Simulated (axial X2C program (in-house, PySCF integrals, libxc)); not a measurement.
## RbS: cheaper levels and CCSD(T), two-component

Computed with an axial X2C code built on PySCF integrals. Two-component (2c) means X2C with spin–orbit coupling and atomic mean-field two-electron Coulomb and Gaunt terms. Basis: Rb dyall-cv3z [12s13p8d4f1g], S dyall-av3z [9s8p3d2f] (cores contracted in-house); Gaussian nuclei, density fitting, unrestricted open shells. Masses: Rb 84.912 u, S 31.972 u.

State: Ω = 3/2 (⟨Sz⟩ = 0.50, ⟨Lz⟩ = 1.00 at HF); fragments Rb + S.

| level | Re (Å) | ωe (cm⁻¹) | De (eV) |
| --- | --- | --- | --- |
| PBE0 | 2.934 | 213.2 | 2.62 |
| HF | 3.028 | 203.2 | 1.52 |
| MP2 | 2.953 | 213.6 | 2.55 |
| CCSD | 2.971 | 211.1 | 2.50 |
| r2SCAN0 | 2.946 | 213.6 | 2.54 |

Correlated methods: 15 electrons correlated (number of frozen shells: Rb 3 s, 2 p, 1 d; S 2 s, 1 p), 261 virtual spin orbitals or spinors in MP2, 90 natural virtuals in coupled cluster.

CCSD(T), same Hamiltonian and basis:

Re = 2.967 Å, ωe = 211.3 cm⁻¹, De = 2.53 eV; T1 = 0.006 (Lee–Taylor normalisation).

(1) Give the differences from CCSD(T) in the columns below.

Occupations by symmetry block were frozen at the best pattern of an incomplete PBE0 search. De is counted from the lowest determinant-based energies of the atoms at the same level, without counterpoise correction. Density functionals use the spin component along the axis (collinear). Coupled cluster ran in a truncated set of natural virtual spinors; the MP2 energy of the rest was added. (T) has no such correction and the atoms are truncated less, which lowers De at CCSD(T) by a hundredth of an eV or more. In 2c an atomic determinant is not the ground J level, so De misses part of the atomic spin–orbit lowering. This holds for PBE0, r2SCAN0. PBE0 can misorder states that lie within some tenths of an eV, so this need not be the ground state of the molecule. The nearest other 2c determinant of the search, Ω = 1/2, lies 0.04 eV up at the distance of the search. Without a current term, density functionals place determinants with orbital angular momentum somewhat too high.

Answers

(1) 

```tsv
level	ΔRe (Å)	Δωe (cm⁻¹)	ΔDe (eV)
PBE0	-0.033	1.9	0.09
HF	0.061	-8.1	-1.01
MP2	-0.014	2.3	0.02
CCSD	0.004	-0.2	-0.03
r2SCAN0	-0.021	2.3	0.01
```
